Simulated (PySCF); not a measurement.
Adamantane radical cation (`C1C2CC3CC1CC(C2)C3`) [SMILES of the parent framework; charge +1 and doublet state] (charge +1 and doublet state). The calculation used PySCF, PBE0-D3(BJ)/def2-SVP geometry optimisation, gas phase.

```
atom  x, y, z in Å
C1     1.3956   -0.2257    0.4050
C2     1.0012    0.7433   -0.8019
C3     0.4562   -0.1245   -1.9191
C4    -0.8164   -0.8315   -1.4897
C5    -0.4336   -1.8061   -0.2904
C6     0.1112   -0.9125    0.7939
C7    -0.9192    0.0334    1.3528
C8    -1.3004    1.0017    0.1412
C9    -0.0303    1.7199   -0.2723
C10   -1.8629    0.1361   -0.9693
H11    2.1623   -0.9285    0.0508
H12    1.8150    0.3820    1.2192
H13    1.9362    1.2493   -1.0923
H14    0.2330    0.5161   -2.7956
H15    1.2129   -0.8432   -2.2706
H16   -1.2167   -1.4736   -2.2905
H17    0.3086   -2.5327   -0.6503
H18   -1.3375   -2.3472    0.0241
H19    0.3896   -1.5997    1.6515
H20   -0.5307    0.6439    2.1801
H21   -1.8318   -0.4815    1.6850
H22   -2.0547    1.6981    0.5412
H23    0.3763    2.3225    0.5544
H24   -0.2766    2.4485   -1.0712
H25   -2.1924    0.7905   -1.8010
H26   -2.7704   -0.3944   -0.6415
```

(1) Which two atoms are farthest apart?

(2) Give the dihedral angles C2–C1–C6–C5, H16–C4–C5–C6, C2–C3–C4–H16.

(3) Work out the bond lengths C2–C3, C3–H14, C3–H15, C4–H16, C5–C6, C6–H19, C7–H21 in Å.

(4) How far apart are these pairs, which share no bond: C2···H25, C8···H21, C8···H25, H23···H25?

(5) What is the repulsion energy of the bare nuclei, Σ ZA·ZB/RAB?

(6) What are the angles C2–C3–H15, C3–C4–C5, C4–C5–C6, C7–C6–H19, C2–C9–H24, C2–C9–C8?

## Answers

(1) 6 pairs, among them H14···H20, H12···H25 and H11···H25, 5.036 Å down to 5.032 Å.

(2) C2–C1–C6–C5 65° (synclinal); H16–C4–C5–C6 180° (antiperiplanar); C2–C3–C4–H16 -179° (antiperiplanar). Dihedral signs follow IUPAC: positive where, seen along the central bond, the front bond turns clockwise onto the rear one.

(3) For C2–C3 the difference vector is (-0.5450, -0.8678, -1.1172) Å, of length 1.5160 Å. C2–C3 1.516; C3–H14 1.108; C3–H15 1.101; C4–H16 1.102; C5–C6 1.507; C6–H19 1.134; C7–H21 1.099 Å.

(4) C2···H25 3.347 Å (4 bonds apart); C8···H21 2.206 Å (2 bonds apart); C8···H25 2.148 Å (2 bonds apart); H23···H25 3.807 Å (4 bonds apart).

(5) 598.21 Eh over 325 pairs, with full nuclear charges and distances in bohr; the largest single term is 12.65 Eh (C6 with C7, or a pair equal to it).

(6) From the scalar product of the two bond vectors; for C2–C3–H15 it is -0.6040 Å² over 1.5160 × 1.1012 Å², cos θ = -0.3618. C2–C3–H15 111.2°; C3–C4–C5 107.3°; C4–C5–C6 105.4°; C7–C6–H19 105.5°; C2–C9–H24 108.8°; C2–C9–C8 111.1°.

The point group is C3v within 0.08 Å; differences among equivalent distances and angles are scatter left by the optimiser. No frequency check. ⟨S²⟩ = 0.752 (exact for a doublet: 0.75).

On Arm Neoverse V2, one thread, on a shared host, this took 3.9 min wall and 1.2 GiB of memory at its peak. These figures are those of the optimisation.

One conformer stands for the species.
